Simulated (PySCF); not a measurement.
From results back to the method.

BH₁₀NSi₂.
Atom-mapped SMILES: `[NH3+:1][BH2-:2][SiH2:3][SiH3:4]` (hydrogens: H5, H6, H7 on N1; H8, H9 on B2; H10, H11 on Si3; H12, H13, H14 on Si4)

The closed-shell ground state was solved 7 times with PySCF (density fitting, gas phase), always in the pcSseg-2 basis (298 functions), with these functionals: B97-2, BHandHLYP, BLYP, BP86, CAM-B3LYP, HF and LC-wPBE. One conformer (not necessarily the lowest) at the PBE0-D3(BJ)/def2-SVP geometry, without solvent, vibrations or thermal averaging.

| row | total energy (Eh) | HOMO (eV) | LUMO (eV) | dipole (D) |
| --- | --- | --- | --- | --- |
| P | -664.6072 | -5.66 | -1.45 | 5.14 |
| Q | -664.6667 | -6.63 | -0.63 | 5.19 |
| R | -662.8667 | -9.34 | 1.72 | 5.26 |
| S | -664.6099 | -7.83 | -0.08 | 5.19 |
| T | -664.6304 | -8.12 | 0.07 | 5.18 |
| U | -664.7290 | -5.89 | -1.32 | 5.16 |
| V | -664.4419 | -9.41 | 1.29 | 5.23 |

Problem. Which functional belongs to which row?

Solution. P = BLYP, Q = B97-2, R = HF, S = BHandHLYP, T = CAM-B3LYP, U = BP86, V = LC-wPBE. By rising HOMO–LUMO gap: BLYP (GGA) 4.21 eV; BP86 (GGA) 4.57 eV; B97-2 (global hybrid, 21 % exact exchange) 6.00 eV; BHandHLYP (global hybrid, 50 % exact exchange) 7.75 eV; CAM-B3LYP (range-separated hybrid) 8.19 eV; LC-wPBE (range-separated hybrid) 10.70 eV; HF (all exact exchange) 11.06 eV. Total energies of different functionals aren't bounds to one another; each is stationary for its own functional.

Shape of the structure used: `[NH3+:1][BH2-:2][SiH2:3][SiH3:4]`: N1–B2–Si3–Si4 53°.
